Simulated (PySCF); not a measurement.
## V2O, septet: data card

Method: UB3LYP/[O def2-SVP, V def2-SVP], no relativity, density fitting, PySCF.

The structure is a minimum.

Coordinates in bohr (charge 0 multiplicity 7):
```
O     0.0000    0.0000   -2.0043
V     2.4911    0.0000    0.3146
V    -2.4911    0.0000    0.3146
```

```
Point group                                                                   : C2v
Bond lengths                                                                  : O–V 1.801 Å (×2), V–V 2.636 Å
Bond angles                                                                   : O–V–V 42.9° (×2), V–O–V 94.1°
Rotational constants                                                          : 0.8098, 0.09521, 0.0852 cm⁻¹
Dipole moment                                                                 : 1.67 D
Heat capacity Cp at 298.15 K                                                  : 49.3 J/(mol K)
Principal polarisabilities                                                    : 57.0, 68.1, 269.6 bohr³
Rotational symmetry number                                                    : 2
Atomisation energy without zero-point energy                                  : 813 kJ/mol
Entropy at 298.15 K and 1 bar (electronic part: spin only)                    : 295.6 J/(mol K)
Principal quadrupole moments (Buckingham, traceless) about the centre of mass : -9.88, -4.59, 14.47 D Å
Highest occupied level (β)                                                    : -3.95 eV
Lowest empty level (α)                                                        : -2.27 eV
Zero-point energy                                                             : 8.6 kJ/mol
Enthalpy at 298.15 K above 0 K                                                : 12.16 kJ/mol
Spin squared ⟨S²⟩                                                             : 12.063
```

Harmonic modes (masses in u: O 15.995, V 50.944):
```json
{"symmetry": "a1", "ω (cm⁻¹)": "214", "IR (km/mol)": "4.1", "μ (u)": "40.00"}
{"symmetry": "b2", "ω (cm⁻¹)": "527", "IR (km/mol)": "2.5", "μ (u)": "18.94"}
{"symmetry": "a1", "ω (cm⁻¹)": "700", "IR (km/mol)": "73.3", "μ (u)": "19.48"}
```

In C2v the vibrations span 2a1 + b2. Here b1 is antisymmetric to the molecular plane and b2 lies in it.

Charges (e):
```tsv
atom	Mulliken	Löwdin	polar tensor	spin (Mulliken)	Mayer order to O1
O1	-0.63	-0.30	-0.39	-0.15	–
V2,3	0.32	0.15	0.20	3.08	1.08
```
Other Mayer orders above 0.3: V–V 1.28.

Mulliken populations on O1: s 3.89, p 4.74, d 0.01.

This need not be the most stable arrangement of these atoms. Other spin states or occupations of the open shell can lie lower.

The final relaxation and frequency run took 52 s on 2 threads of a shared Arm Neoverse N1 host, with 76 basis functions and 7 gradients; the process peaked at 0.76 GiB.
